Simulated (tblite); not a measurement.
Species: C6H14N (doublet state).
Geometry (GFN2-xTB, Å), atoms numbered from 1 in this order:
```
atom  x, y, z in Å
C1     2.630    1.131    0.365
C2     1.800   -0.074    0.585
C3     1.145   -0.812   -0.523
N4    -0.247   -1.197   -0.298
C5    -1.218   -0.117   -0.315
C6    -1.153    0.806    0.907
C7    -2.612   -0.733   -0.444
H8     2.274    1.698   -0.494
H9     2.632    1.776    1.245
H10    3.676    0.864    0.165
H11    1.801   -0.531    1.562
H12    1.179   -0.223   -1.444
H13    1.676   -1.760   -0.716
H14   -0.323   -1.711    0.575
H15   -1.011    0.474   -1.216
H16   -1.831    1.647    0.787
H17   -1.432    0.259    1.807
H18   -0.138    1.182    1.031
H19   -2.647   -1.388   -1.310
H20   -3.362    0.046   -0.557
H21   -2.849   -1.320    0.440
```

Level: GFN2-xTB in tblite, geometry and Hessian alike; calculated harmonic values, unscaled, isolated species. This tight-binding method is rough: wavenumbers can miss measured ones by several per cent, in bad cases by 10 to 20. One conformer, not necessarily the lowest. Open shells enter through the occupations alone, without spin polarisation, and single modes of such species can be off by tens of per cent.

Harmonic wavenumbers (cm⁻¹): 33.8, 78.0, 92.4, 139.7, 182.6, 208.3, 272.9, 293.9, 335.3, 376.3, 457.7, 471.8, 538.3, 783.5, 844.5, 910.0, 934.6, 939.4, 959.1, 969.7, 998.8, 1075.3, 1089.5, 1132.6, 1160.8, 1163.9, 1174.5, 1238.8, 1282.3, 1306.8, 1315.3, 1355.1, 1389.9, 1399.4, 1405.1, 1409.0, 1450.2, 1470.5, 1483.0, 1484.0, 1490.8, 1495.6, 1503.6, 2804.3, 2864.9, 2911.6, 2955.6, 2989.0, 3002.9, 3006.0, 3018.3, 3030.5, 3031.8, 3041.7, 3054.4, 3087.4, 3360.1.

A = 4949, B = 1422, C = 1211 MHz; mass 100.113 u (most abundant isotopes); point group C1, symmetry number 1; spin multiplicity 2.

Q: What is the zero-point energy?

A: ½Σν̃ = 41128 cm⁻¹ = 117.59 kcal/mol.

Q: Entropy at 400 K, 1 bar (ideal gas, RRHO, classical rotation)?

A: Translation 41.21, rotation 28.90, vibration 39.36, spin (R ln 2) 1.38: S = 110.8 cal/(mol K).

Q: And Cp and H(400 K) − H(0)?

A: Cp = 47.18 cal/(mol K), of which vibrations give 39.23 (their classical limit is 57 R = 113.3); H(400 K) − H(0) = 11.15 kcal/mol without the zero-point energy, 7.97 from vibrations.

Q: Which modes carry the vibrational entropy at 400 K?

A: 33.8 cm⁻¹: 6.18; 78.0 cm⁻¹: 4.52; 92.4 cm⁻¹: 4.19; 139.7 cm⁻¹: 3.38; 182.6 cm⁻¹: 2.86; 208.3 cm⁻¹: 2.61 cal/(mol K); the other 51 give 15.64 together.

Q: How do the functions run with temperature in this model?

A: 
| T (K) | S (cal/(mol K)) | Cp (cal/(mol K)) | H − H(0) (kcal/mol) | G − H(0) (kcal/mol) | ln q(vib) |
| --- | --- | --- | --- | --- | --- |
| 100 | 69.7 | 19.1 | 1.33 | -5.64 | 1.98 |
| 200 | 85.8 | 27.9 | 3.70 | -13.46 | 4.67 |
| 300 | 98.8 | 37.1 | 6.93 | -22.70 | 7.26 |
| 500 | 122.4 | 56.5 | 16.34 | -44.86 | 12.28 |
| 800 | 153.8 | 77.2 | 36.65 | -86.42 | 19.61 |
| 1000 | 172.1 | 86.7 | 53.09 | -119.05 | 24.27 |

q(vib) and H(0) count from the zero-point level.

Q: Blend soft modes into free rotors: weight 1/[1 + (100 cm⁻¹/ν̃)⁴] for the oscillator and the rest for a rotor with moment μB/(μ + B), μ = h/(8π²ν), B = 10⁻⁴⁴ kg m². What vibrational entropy results?

A: 35.92 cal/(mol K) in place of 39.36, which changes −T·S at 400 K by +1.38 kcal/mol.

Q: What must be added to the electronic energy to get the Gibbs energy at 400 K and 1 bar?

A: ZPE + [H(400 K) − H(0)] − T·S = 117.59 + 11.15 − 44.34 = 84.40 kcal/mol.

Hindered rotation and anharmonicity are outside this model. Other conformers, if any are populated, would add a mixing term that is left out. The structure is chiral; the term R ln 2 for an equal mix with its mirror image is left out.

Hardware: one thread, Arm Neoverse V2 (aarch64), shared host with 96 logical CPUs at a one-minute load of 53. Cost: 0.52 s. This covers the Hessian and the dipole derivatives.
